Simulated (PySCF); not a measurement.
A GIAO shielding run with PySCF (density fitting, non-relativistic, gas phase) on SMILES CN[SiH2][SiH2][SiH2]F, CH$_{10}$FNSi$_{3}$:

```
$ OMP_NUM_THREADS=1 python probes_run.py task.json out

{"job": {"kind": "nmr", "xc": "PBE0", "basis": "pcSseg-1"}, "charge": 0, "multiplicity": 1}
C     -1.868950     0.863521     0.262393
N     -1.860648    -0.318111    -0.565849
Si    -0.461265    -0.928051    -1.365507
Si     1.190177    -1.197338     0.240318
Si     2.193777     0.732979     1.020290
F      1.726859     1.919604     0.015504
H     -2.725097     0.837861     0.940365
H     -0.958189     0.892992     0.859496
H     -1.918282     1.789969    -0.321628
H     -2.742100    -0.426999    -1.045299
H     -0.979983    -2.156841    -1.979112
H      0.024224    -0.086054    -2.480969
H      0.721513    -1.940740     1.425608
H      2.247473    -2.074672    -0.298642
H      1.753689     1.258119     2.313583
H      3.649202     0.842705     0.968039
```

Hardware: 1 thread of an Arm Neoverse N1, shared host. The job also computes population analyses, field gradients.

(1) How large is the calculation?

(2) How long does it take, and how much memory does it need?

Answers

(1) 74 electrons, 173 basis functions and 967 auxiliary functions.

(2) 43 s of wall time, with 12 SCF cycles and 5 response iterations; peak memory 0.8 GiB. Times on a shared host scatter by some tens of per cent.
